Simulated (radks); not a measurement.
Question: Valence configurations of F2+ (all share [He]). Method: non-relativistic Kohn-Sham, TPSS, spin-polarised, spherical densities, point nucleus; open shells are filled with parallel spins first; meta-GGA in the generalised Kohn-Sham scheme; computed with a radial shooting solver on a logarithmic mesh with Libxc functionals. Order these by energy: 2s2 2p3; 2s1.5 2p3.5; 2s1 2p4; 2p5.

Answer: From the lowest, in eV above it: 2s2 2p3 0.000; 2s1.5 2p3.5 9.823; 2s1 2p4 19.470; 2p5 44.382. NIST lists [He] 2s2 2p3 as the ground configuration; this level of theory agrees among the configurations tried. The energies are those of spherical high-spin densities, not of single terms.
